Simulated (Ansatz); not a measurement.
`C[O][AlH][Cl]` + H• → `C[O][Al][Cl]`• + H₂ at 700 K and 1 bar (hydrogen abstraction from the Al–H bond).

Gas-phase electronic energies from Ansatz, PBE0-D4/def2-TZVP geometries. CCSD(T)/CBS is the MP2 limit (def2-TZVPP, def2-QZVPP) plus CCSD(T) − MP2 in def2-TZVPP, frozen cores. This one scheme is used for every species, atoms too. No spin–orbit coupling; open shells (•) take unrestricted orbitals. Each species was taken in one conformer, which may not be the lowest.

```tsv
species	CCSD(T)/CBS energy (Eh)	H − E (kJ/mol)	S (J/(mol·K))
`C[O][AlH][Cl]`	-817.53357	195.6	423.6
H•	-0.50000	14.6	132.5
`C[O][Al][Cl]`•	-816.89010	169.9	416.8
H₂	-1.17544	46.8	155.3
```

H − E and S are ideal-gas, rigid-rotor, harmonic terms from PBE0-D4/def2-TZVP, for one conformer and one mirror image of each species, with the whole ground term of open shells counted as degenerate. The MP2-based limit puts H₂ 0.8 mEh under its directly extrapolated value; such offsets cancel only in part. 1 Eh = 2625.50 kJ/mol, R = 8.31446 J/(mol·K).

Question: By hand: ΔE, ΔH, ΔS and ΔG.

Answer: ΔE = (-816.89010) + (-1.17544) − (-817.53357) − (-0.50000) = -0.03197 Eh = -83.9 kJ/mol. Δ(H − E) = 169.9 + 46.8 − 195.6 − 14.6 = 6.5, so ΔH = -77.4 kJ/mol. ΔS = 416.8 + 155.3 − 423.6 − 132.5 = 16.0 J/(mol·K). ΔG = -77.4 − 700 × (16.0)/1000 = -88.6 kJ/mol.

Question: By hand: the equilibrium constant, and the temperature at which ΔG would vanish if ΔH and ΔS stayed fixed.

Answer: log₁₀ K = −ΔG/(RT ln 10) = 6.6. ΔH and −TΔS have one sign here, so there is no such temperature.

ΔH outweighs TΔS. A doubt of 5 kJ/mol in ΔE shifts log₁₀ K by 0.4 here. Other conformers and mirror images would add mixing entropy, several J/(mol·K) or more a flexible species. These are equilibria of isolated gas molecules and say nothing of rates. Largest T1 diagnostic: 0.013 (customary marks: 0.02 for closed shells, 0.045 for open ones).
